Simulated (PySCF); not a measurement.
## Spinor energies of Bi⁴⁷⁺ (bismuth, charge +47)

Start: [Kr]. Calculated with PySCF 2.14 in an uncontracted even-tempered set (18 s from 2.8 bohr⁻², ratio 2.6; 16 p from 3.6 bohr⁻², ratio 2.6; 11 d from 3.6 bohr⁻², ratio 2.6; 5 f from 3.7 bohr⁻², ratio 2.8): generalised Hartree-Fock with the X2C-1e Hamiltonian and a Gaussian nucleus; spin-orbit coupling (SO) screened by Boettger's factors.

```json
{"spinor shell": "1s1/2", "electrons": "2", "ε, screened SO (eV)": "-93402.0", "weight of nominal j (screened SO)": "1.000", "rms radius, screened SO (bohr)": "0.0178"}
{"spinor shell": "2s1/2", "electrons": "2", "ε, screened SO (eV)": "-18894.1", "weight of nominal j (screened SO)": "1.000", "rms radius, screened SO (bohr)": "0.0717"}
{"spinor shell": "2p1/2", "electrons": "2", "ε, screened SO (eV)": "-18226.6", "weight of nominal j (screened SO)": "1.000", "rms radius, screened SO (bohr)": "0.0606"}
{"spinor shell": "2p3/2", "electrons": "4", "ε, screened SO (eV)": "-15898.5", "weight of nominal j (screened SO)": "1.000", "rms radius, screened SO (bohr)": "0.0690"}
{"spinor shell": "3s1/2", "electrons": "2", "ε, screened SO (eV)": "-6351.7", "weight of nominal j (screened SO)": "1.000", "rms radius, screened SO (bohr)": "0.181"}
{"spinor shell": "3p1/2", "electrons": "2", "ε, screened SO (eV)": "-6057.1", "weight of nominal j (screened SO)": "1.000", "rms radius, screened SO (bohr)": "0.172"}
{"spinor shell": "3p3/2", "electrons": "4", "ε, screened SO (eV)": "-5510.2", "weight of nominal j (screened SO)": "1.000", "rms radius, screened SO (bohr)": "0.188"}
{"spinor shell": "3d3/2", "electrons": "4", "ε, screened SO (eV)": "-5041.5", "weight of nominal j (screened SO)": "1.000", "rms radius, screened SO (bohr)": "0.164"}
{"spinor shell": "4s1/2", "electrons": "2", "ε, screened SO (eV)": "-2952.9", "weight of nominal j (screened SO)": "1.000", "rms radius, screened SO (bohr)": "0.367"}
{"spinor shell": "4p1/2", "electrons": "2", "ε, screened SO (eV)": "-2815.6", "weight of nominal j (screened SO)": "1.000", "rms radius, screened SO (bohr)": "0.363"}
{"spinor shell": "4p3/2", "electrons": "4", "ε, screened SO (eV)": "-2639.8", "weight of nominal j (screened SO)": "1.000", "rms radius, screened SO (bohr)": "0.386"}
```

(1) Where does 3d5/2 lie, and what is the 3d spin-orbit splitting (screened SO)?

```tsv
quantity	screened SO
E (hartree)	-20016.36693
M_J	0
⟨J²⟩	0.000
⟨L²⟩	0.133
⟨S²⟩	0.133
```

Breit and QED terms are absent; they matter most for the inner s and p1/2 levels.

Densities and radii are taken from the X2C orbitals without a picture-change correction, which distorts them close to the nucleus.

Results:

(1) At -4925.5 eV, 116.08 eV above 3d3/2.
